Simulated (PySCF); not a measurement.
(1Z)-1-fluoro-2-methylbuta-1,3-diene (C₅H₇F), SMILES C/C(C=C)=C/F.

The structure is a stationary point at B3LYP-D3(BJ)/def2-SVP. Other conformers were not sampled.

The numbers are results of PBE/def2-TZVP (PySCF), not measurements.

Symmetry labels are those of the subgroup Cs that the program uses (full group Cs).

Computed valence orbital energies around the gap with their symmetry:
| orbital | symmetry | energy (eV) |
|---|---|---|
| HOMO−7 | A' | -10.26 |
| HOMO−6 | A" | -10.20 |
| HOMO−5 | A' | -10.09 |
| HOMO−4 | A' | -9.48 |
| HOMO−3 | A' | -8.81 |
| HOMO−2 | A' | -8.27 |
| HOMO−1 | A" | -7.45 |
| HOMO | A" | -5.57 |
| LUMO | A" | -1.76 |
| LUMO+1 | A' | 0.62 |
| LUMO+2 | A" | 0.85 |
| LUMO+3 | A' | 1.32 |
